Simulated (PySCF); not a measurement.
**InP: frontier orbitals**

PBE0 at R = 2.652 Å; PySCF, scalar-relativistic core potentials, basis sets In def2-TZVPPD with ECP28, P def2-TZVPPD. State: ³Σ⁻ (triplet), unpaired electrons π ↑↑. Only the outer orbitals are listed, counted within each symmetry, core potentials removing the inner ones.

```tsv
spin	orbital	occ.	ε (eV)	on In (%)	main shells (%)
α	7σ	1	-15.82	6	93 P s
α	8σ	1	-9.57	75	75 In s, 19 P p
α	4π	1	-6.84	7	92 P p
α	4π	1	-6.84	7	92 P p
α	9σ	1	-5.71	44	55 P p, 27 In p, 16 In s
α	5π	0	-1.74	92	91 In p
α	5π	0	-1.74	92	91 In p
α	10σ	0	0.09	75	62 In p, 14 P s, 10 In d
β	7σ	1	-13.65	11	87 P s, 8 In s
β	8σ	1	-9.24	76	76 In s, 14 P p, 10 P s
β	9σ	1	-5.31	45	52 P p, 34 In p, 10 In s
β	4π	0	-3.01	41	59 P p, 38 In p
β	4π	0	-3.01	41	59 P p, 38 In p
β	5π	0	-1.17	66	58 In p, 32 P p
```

Question: Which are the highest filled and the lowest empty level, where do they sit, and how wide is the gap?

Answer: Highest filled β 9σ at -5.31 eV (in %: 52 P p, 34 In p, 10 In s); lowest empty β 4π at -3.01 eV (in %: 59 P p, 38 In p); the gap at PBE0 is 2.30 eV.

The bond order (Mayer) is 1.13 and the ⟨S²⟩ is 2.009. The charge on In (Mulliken, basis-dependent) is 0.32. The charge on In (Löwdin, basis-dependent) is 0.10 and the dipole moment (positive dipole means In(−)P(+)) is -2.13 D. The polarisability along the bond is 122.7 bohr³ and the polarisability across the bond is 70.1 bohr³.

Spin–orbit coupling is left out. The state was picked by a PBE0 search and need not be the measured ground state.
